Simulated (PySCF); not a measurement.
Molecule: `InChI=1S/C3H9BO3/c1-5-4(6-2)7-3/h1-3H3`.

Geometry (Å), atoms numbered from 1 in this order:
```xyz
16

C    -0.4399    2.4299   -0.1378
O     0.3755    1.3169    0.1156
B    -0.1475    0.0616    0.1548
O     0.6636   -1.0056    0.3912
C     2.0410   -0.8230    0.5875
O    -1.4796   -0.1298   -0.0462
C    -2.0219   -1.4236   -0.0282
H    -1.0862    2.2722   -1.0163
H    -1.0906    2.6574    0.7231
H     0.2085    3.2985   -0.3237
H     2.2464   -0.1803    1.4593
H     2.4986   -1.8079    0.7592
H     2.5192   -0.3590   -0.2909
H    -3.1005   -1.3485   -0.2280
H    -1.5632   -2.0676   -0.7965
H    -1.8761   -1.9122    0.9493
```

Geometry PBE0-D3(BJ)/def2-SVP throughout; GIAO in PySCF, gas phase, one conformer, non-relativistic; equivalent atoms averaged; functional PBE0.

For orientation, 6-31G gives these absolute shieldings σ: C1/C5/C7 149.8, O2/O4/O6 273.3, B3 100.5, H8/H9/H10/H11/H12/H13/H14/H15/H16 28.88 ppm.

A run gave: C1/C5/C7 187.6, O2/O4/O6 340.0, B3 118.5, H8/H9/H10/H11/H12/H13/H14/H15/H16 30.38 ppm (absolute shieldings σ).

**Question.** Which basis set was used in that run?
A. STO-3G
B. 6-311+G(2d,p)
C. cc-pVDZ
D. def2-TZVP

**Answer.** A. C1/C5/C7 tells them apart best: STO-3G gives 187.6, cc-pVDZ gives 147.3, 6-311+G(2d,p) gives 135.6, def2-TZVP gives 135.1 ppm.
